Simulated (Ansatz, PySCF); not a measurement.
Reaction R1 → P1, each structure at its B3LYP-D3(BJ)/def2-TZVP stationary point, reached from a drawn start; harmonic modes at that level show minima.
R1, C2H6O (SMILES CCO) (charge 0, multiplicity 1):
```xyz
9

C     -0.869     0.225     0.200
C      0.389    -0.354    -0.424
O      1.564     0.374    -0.075
H     -1.753    -0.326    -0.130
H     -0.990     1.273    -0.081
H     -0.829     0.166     1.291
H      0.496    -1.412    -0.153
H      0.333    -0.301    -1.512
H      1.660     0.355     0.884
```
P1, C2H6O (SMILES COC) (charge 0, multiplicity 1):
```xyz
9

C      1.16843     0.05594    -0.08345
O     -0.03586     0.25602    -0.78779
C     -1.17244    -0.02752    -0.00405
H      1.27198    -0.98632     0.24717
H      1.23035     0.70658     0.79925
H      1.98680     0.29680    -0.76033
H     -1.17897    -1.07370     0.33031
H     -2.04980     0.15290    -0.62340
H     -1.22059     0.61920     0.88240
```

```tsv
level	reaction energy (kcal/mol)	minus CCSD(T)/CBS(cc-pVTZ, cc-pVQZ)
HF/cc-pVTZ	9.98	-2.23
HF/cc-pVQZ	10.13	-2.07
BLYP-D3(BJ)/def2-TZVPP	10.31	-1.89
BLYP-D4/def2-TZVPP	10.06	-2.14
revPBE/def2-TZVPP	11.20	-1.01
revPBE-D3(BJ)/def2-TZVPP	11.57	-0.63
r2SCAN/def2-TZVPP	11.51	-0.70
r2SCAN-D3(BJ)/def2-TZVPP	11.53	-0.68
PBE0/def2-TZVPP	11.89	-0.31
PBE0-D3(BJ)/def2-TZVPP	11.99	-0.22
BHLYP/def2-TZVPP	10.84	-1.36
M06-2X/def2-TZVPP	10.56	-1.64
B2PLYP-D3(BJ)/def2-TZVPP	11.27	-0.93
B2PLYP-D4/def2-TZVPP	11.19	-1.02
SCS-MP2/cc-pVDZ	10.86	-1.34
SCS-MP2/cc-pVQZ	11.87	-0.34
CCSD/cc-pVDZ	11.01	-1.19
CCSD/cc-pVTZ	11.64	-0.56
CCSD(T)/cc-pVTZ	11.65	-0.55
CCSD(T)/CBS(cc-pVTZ, cc-pVQZ)	12.20	0.00
```

 The comparison column counts from a level with limits of its own.

P less R. No zero-point or thermal terms.

Cores are frozen in the correlated methods. CBS: X⁻³ extrapolation of the correlation energy, Hartree–Fock from the larger set.

Programs: Ansatz (an electronic-structure program); PySCF for M06-2X and the D3/D4 terms. All values are computed, each at the level named.
